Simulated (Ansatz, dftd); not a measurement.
Species: BH$_{3}$S$_{2}$, charge 0, singlet. BH3S2 (SMILES SBS).
B3LYP-D3(BJ)/def2-TZVP minimum from Ansatz (an electronic-structure program):
```xyz
6

B     -0.5360    -0.3330     0.2993
H     -1.4447    -0.8975     0.8066
S      1.1433    -0.5802     0.8873
H      0.8421    -1.4508     1.8636
S     -0.8046     0.7906    -1.0764
H     -2.1376     0.6460    -1.1402
```

Property: atomisation energy (electronic, to ground-state atoms), in kJ/mol. UHF or UKS for unpaired electrons; spin-orbit terms are left out. Correlated methods leave the cores frozen. Rows without X2C or -DK are non-relativistic. CBS(X,Y): correlation extrapolated as X^-3, Hartree-Fock from the larger set (Q,5: extrapolated as (X+1)exp(-9√X)). A bracket is a step between two methods taken in the basis named. Functionals run without relativity, which enters their misses. Double hybrids freeze cores in their MP2 part. 'core' is core correlation in cc-pwCVTZ (1s frozen past Ne), 'X2C' scalar relativity in cc-pVTZ-DK, both at CCSD(T). For partners of very few electrons the exact lower level stands in for a higher one.

```csv
level,program,atomisation energy (kJ/mol),difference against the last row
PBE-D3(BJ)/def2-TZVPD,Ansatz + dftd3,1977.2,38.4
wB97M-V/def2-TZVPD,Ansatz,1955.0,16.2
B2PLYP-D3(BJ)/def2-TZVPD,Ansatz + dftd3,1915.2,-23.6
MP2/cc-pV(5+d)Z,Ansatz,1950.3,11.5
CCSD/cc-pV(T+d)Z,Ansatz,1840.9,-97.9
CCSD/cc-pV(5+d)Z,Ansatz,1883.7,-55.1
"CCSD/CBS(cc-pV(T+d)Z,cc-pV(Q+d)Z)",Ansatz,1895.8,-43.0
CCSDT(Q)/cc-pV(D+d)Z,Ansatz,1786.9,-151.9
"CCSD(T)/CBS(cc-pV(Q+d)Z,cc-pV(5+d)Z) + [CCSDT(Q) - CCSD(T)]/cc-pV(D+d)Z + core + X2C",Ansatz,1938.8,0.0
```
